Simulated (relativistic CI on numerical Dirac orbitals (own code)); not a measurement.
**The spin-orbit constant of Ar V from its measured fine structure**

Problem. The ground term ³P of Ar V (3s²3p²) has the measured levels J = 0: 0.0, J = 1: 763.2, J = 2: 2028.8 cm⁻¹ (Saloman, J. Phys. Chem. Ref. Data 39, 033101 (2010)). Test the interval rule and estimate ζ(3p).

Working.
1. In LS coupling E(J) − E(J − 1) = AJ. The intervals give A = 763.2 (J = 1), 632.8 (J = 2) cm⁻¹.
2. These values spread by 19 % of their mean, from second-order spin-orbit mixing with other terms and from spin-spin terms.
3. The whole width divided by the sum of the upper J values gives a mean A = 676.3 cm⁻¹.
4. For the Hund term of a shell that is less than half full, A = +ζ/2S with 2S = 2, so ζ = 1353 cm⁻¹.

Check. The value calculated from Dirac-Coulomb-Breit radial functions of this configuration is ζ = 1348 cm⁻¹, 0 % below the estimate from measurement. The same recipe applied to the calculated levels returns 1340 cm⁻¹, which shows the bias of the recipe itself. Where the interval rule fails, the estimate is only rough.
